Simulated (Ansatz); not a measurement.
The lowest singlet and triplet of C2HN (SMILES [CH]C#N); geometries from B3LYP-D3(BJ)/def2-TZVP, each state relaxed from the structure named, with no frequency check, low spin by broken symmetry.
Singlet (charge 0, multiplicity 1):
```xyz
4

C     -1.17923     0.21017     0.29132
C      0.08480    -0.01922    -0.01818
N      1.21475    -0.12585    -0.36112
H     -1.93668    -0.26471     0.88901
```
Triplet (charge 0, multiplicity 3):
```xyz
4

C     -1.17131    -0.05933     0.30242
C      0.08255     0.00698    -0.01514
N      1.22504     0.03525    -0.37543
H     -2.04273     0.06735     0.90433
```

| level | gap E(singlet) − E(triplet), adiabatic (kJ/mol) | cost |
|---|---|---|
| R-SVWN5/def2-TZVPP | 79.5 | ×0.6 |
| R-B3LYP/def2-TZVPP | 83.6 | ×0.7 |
| R-BHLYP/def2-TZVPP | 102.1 | ×0.7 |
| U-wB97X-V/def2-TZVPP (spin-contaminated) | 38.8 | ×6 |
| R-wB97M-V/def2-TZVPP | 76.3 | ×3 |
| R-SCS-MP2/cc-pVDZ | 21.6 | - |
| R-CCSD/cc-pVTZ | 90.0 | - |
| R-CCSD(T)/cc-pVDZ | 82.6 | ×1 |
| R-CCSDT/cc-pVDZ | 81.6 | - |
| R-CCSDT(Q)/cc-pVDZ | 78.3 | ×30 |
| SC-NEVPT2 on SA-CASSCF(6,6)/cc-pVDZ | 81.6 | - |
| FIC-NEVPT4(SD) on SA-CASSCF(6,6)/cc-pVTZ | 74.1 | - |
| FIC-MRCISD+Q on SA-CASSCF(6,6)/cc-pVDZ | 80.3 | - |
| FIC-MRCISD+Q on SA-CASSCF(6,6)/cc-pVTZ | 72.7 | - |

The rows run from 21.6 (R-SCS-MP2/cc-pVDZ) to 102.1 kJ/mol (R-BHLYP/def2-TZVPP). The 4 R-functionals in def2-TZVPP without D3 or D4 span 25.8, from R-wB97M-V to R-BHLYP.

A positive gap puts the triplet lower; no zero-point energy. R- takes a restricted singlet, here one determinant of a half-filled degenerate or near-degenerate pair, which mixes singlet states. U- takes an unrestricted singlet (broken symmetry where lower, unprojected). The triplet is unrestricted in single-reference levels. Active spaces average the two states.

Frozen-core correlation.

Doubts at one or more of the structures used: a restricted determinant that unrestricted orbitals would lower (R-SVWN5/def2-TZVPP, R-B3LYP/def2-TZVPP, R-BHLYP/def2-TZVPP, R-wB97M-V/def2-TZVPP, R-SCS-MP2/cc-pVDZ, R-CCSD/cc-pVTZ, R-CCSD(T)/cc-pVDZ, R-CCSDT/cc-pVDZ, R-CCSDT(Q)/cc-pVDZ); a spin-contaminated determinant (R-SCS-MP2/cc-pVDZ, R-CCSD/cc-pVTZ, R-CCSD(T)/cc-pVDZ, R-CCSDT/cc-pVDZ, R-CCSDT(Q)/cc-pVDZ).

Codes used: Ansatz (Gaussian orbitals). Each number belongs to the level named beside it.

Costs are rough ratios of core time to R-PBE/def2-TZVPP (about 5 s over the structures, on one shared machine); a dash marks a level with no comparable run of its own.

Ansatz is a program for electronic structure.
